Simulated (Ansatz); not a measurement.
Program: Ansatz. Geometries: PBE0-D4/def2-TZVP. ΔE: electronic, gas phase. CBS: MP2 limit from def2 TZ/QZ plus the TZ coupled-cluster correction, frozen cores. Functionals use def2-TZVPP. Elements past krypton have def2 core potentials. For Ge, Sn outer-core shells are correlated without core-valence functions, which leaves a few kJ/mol of doubt a bond. Scalar relativity is left out up to krypton. Each species was taken in one conformer, which may not be the lowest.

`F[BH][SnH2][SiH3]` + `[SH][GeH2][Cl]` → `[SiH3][SnH2][Cl]` + `F[BH][GeH2][SH]`  (redistribution)

`F[BH][SnH2][SiH3]`:

Cartesian coordinates in Å:
```
F 0.934 1.463 2.520
B 1.408 0.706 1.551
Sn 0.052 -0.813 0.551
Si -1.017 0.169 -1.567
H 2.552 0.893 1.231
H -1.196 -1.338 1.596
H 0.955 -2.191 0.091
H -1.856 1.347 -1.218
H -1.872 -0.844 -2.239
H 0.040 0.608 -2.517
```

`[SH][GeH2][Cl]`:

```xyz
6

S     0.935   -1.490   -0.202
Ge   -0.466    0.165    0.197
Cl   -0.741    1.378   -1.564
H     2.014   -0.690   -0.243
H     0.075    1.107    1.276
H    -1.817   -0.470    0.535
```

`[SiH3][SnH2][Cl]`:

Cartesian coordinates in Å:
```
Si 0.444 0.138 -1.279
Sn -0.496 0.077 1.102
Cl 0.292 -1.934 2.019
H 0.002 1.384 -1.958
H -0.060 -1.042 -2.025
H 1.926 0.105 -1.212
H 0.087 1.296 2.144
H -2.195 -0.024 1.210
```

`F[BH][GeH2][SH]`:

Z-matrix (Å, degrees):
```
Ge
B 1 2.077
S 1 2.244 2 102.7
H 1 1.536 2 113.8 3 -111.1
H 1 1.539 2 116.3 3 119.7
F 2 1.319 1 119.4 3 -92.5
H 2 1.200 1 123.0 3 82.3
H 3 1.343 1 94.5 2 63.0
```

```
      level  ΔE (kcal/mol)
  revPBE-D4           -3.9
HF/def2-SVP           -4.5
```

What does CCSD(T)/CBS give? (Best estimate.)

Computed: -4.4 kcal/mol. The listed levels differ from it by 0.5, -0.1 kcal/mol.

Largest T1 diagnostic among the species: 0.014.

At CCSD(T), def2-SVP lies +2.0 kcal/mol from the extrapolated value and def2-TZVPP +1.6 kcal/mol. Leaving LDA and LC-ωPBE aside and taking each functional with its dispersion term where it has one, the values, not all of them listed here, spread over 2.1 kcal/mol, from B97M-V to PBE-QIDH. LDA lies +1.0 kcal/mol from PBE without D4. In def2-TZVPP, CCSD(T) changes the Hartree–Fock value by +2.1 kcal/mol (the triples alone add +0.3 kcal/mol) and MP2 by +2.6 kcal/mol.
